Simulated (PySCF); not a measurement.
Al(H)(F)(OMe) (CH₄AlFO), SMILES [O]([AlH][F])C.

Geometry: B3LYP-D3(BJ)/def2-SVP. Other conformers were not sampled.

All values below come from IEF-PCM-B3LYP/def2-SVP in PySCF.

The values are the electrostatic part of the solvation free energy, E(continuum) − E(gas) at the gas-phase geometry, in a cavity of scaled van der Waals radii (PySCF's table); cavitation and dispersion terms are not included. A continuum can't describe solvent molecules that bind to the metal. In vacuum the orbital gap is 7.55 eV. The dipole moment in vacuum is 1.26 D.

Computed values in water (ε = 78.36), acetonitrile (ε = 35.69), chlorobenzene (ε = 5.70):
```json
[
 {"solvent": "water", "ε": "78.36", "ΔG(elec) (kcal/mol)": "-5.6", "dipole (D)": "1.35", "gap (eV)": "7.78"},
 {"solvent": "acetonitrile", "ε": "35.69", "ΔG(elec) (kcal/mol)": "-5.5", "dipole (D)": "1.34", "gap (eV)": "7.78"},
 {"solvent": "chlorobenzene", "ε": "5.70", "ΔG(elec) (kcal/mol)": "-4.3", "dipole (D)": "1.33", "gap (eV)": "7.72"}
]
```
